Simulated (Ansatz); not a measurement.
2 `CBF` → `C[B@H-]1[F+][B@@H-](C)[F+]1` at 400 K and 1 bar (dimerisation).

Isolated molecules relaxed with PBE0-D4/def2-TZVP in Ansatz; ΔE leaves out vibrations. CCSD(T)/CBS is the MP2 limit (def2-TZVPP, def2-QZVPP) plus CCSD(T) − MP2 in def2-TZVPP, frozen cores. This one scheme is used for every species.

| species | CCSD(T)/CBS energy (Eh) | H − E (kJ/mol) | S (J/(mol·K)) |
| --- | --- | --- | --- |
| `CBF` | -165.10297 | 154.9 | 294.4 |
| `C[B@H-]1[F+][B@@H-](C)[F+]1` | -330.20072 | 318.2 | 391.3 |

H − E and S are ideal-gas, rigid-rotor, harmonic terms from PBE0-D4/def2-TZVP. 1 Eh = 2625.50 kJ/mol, R = 8.31446 J/(mol·K).

Task: By hand: ΔE, ΔH, ΔS and ΔG.

Result: ΔE = (-330.20072) − 2 × (-165.10297) = 0.00522 Eh = 13.7 kJ/mol. Δ(H − E) = 318.2 − 2 × 154.9 = 8.4, so ΔH = 22.1 kJ/mol. ΔS = 391.3 − 2 × 294.4 = -197.5 J/(mol·K). ΔG = 22.1 − 400 × (-197.5)/1000 = 101.1 kJ/mol.

Task: By hand: the equilibrium constant, and the temperature at which ΔG would vanish if ΔH and ΔS stayed fixed.

Result: log₁₀ K = −ΔG/(RT ln 10) = -13.2. ΔH and −TΔS have one sign here, so there is no such temperature.

The number of gas molecules changes by -1, which sets the sign of ΔS. A doubt of 5 kJ/mol in ΔE shifts log₁₀ K by 0.7 here. These are equilibria of isolated gas molecules and say nothing of rates. Largest T1 diagnostic: 0.012 (customary marks: 0.02 for closed shells, 0.045 for open ones).
